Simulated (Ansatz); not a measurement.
Consider the redistribution: `[F][SnH2][AsH2]` + `CN(C)[SiH3]` → `CN([SiH3])[AsH2]` + `[CH3][SnH2][F]`.

Isolated molecules relaxed with PBE0-D4/def2-TZVP in Ansatz; ΔE leaves out vibrations. CCSD(T)/CBS is the MP2 limit (def2-TZVPP, def2-QZVPP) plus CCSD(T) − MP2 in def2-TZVPP, frozen cores. DFT in def2-TZVPP. Elements past krypton have def2 core potentials. For As, Sn outer-core shells are correlated without core-valence functions, which leaves a few kJ/mol of doubt a bond. Scalar relativity is left out up to krypton.

| level | ΔE (eV) |
| --- | --- |
| ωB97M-V | 0.31 |
| PBE | 0.43 |
| HF/def2-TZVPP | 0.35 |
| SCS-MP2/def2-QZVPP | 0.22 |

(1) What does CCSD(T)/CBS give? (Best estimate.)

Largest T1 diagnostic among the species: 0.013.

Results:

(1) Computed: +0.28 eV. The listed levels differ from it by 0.03, 0.15, 0.07, -0.06 eV.

In def2-TZVPP, CCSD(T) changes the Hartree–Fock value by −0.13 eV (the triples alone add −0.02 eV) and MP2 by −0.16 eV. The D4 term adds −0.04 eV with B3LYP and −0.02 eV with PBE0; it sums over pairs of atoms, weighted by their polarisabilities, and B3LYP, whose exchange is more repulsive, gets the larger term.

B3LYP here is the variant with VWN-RPA as its local correlation; programs differ in this.
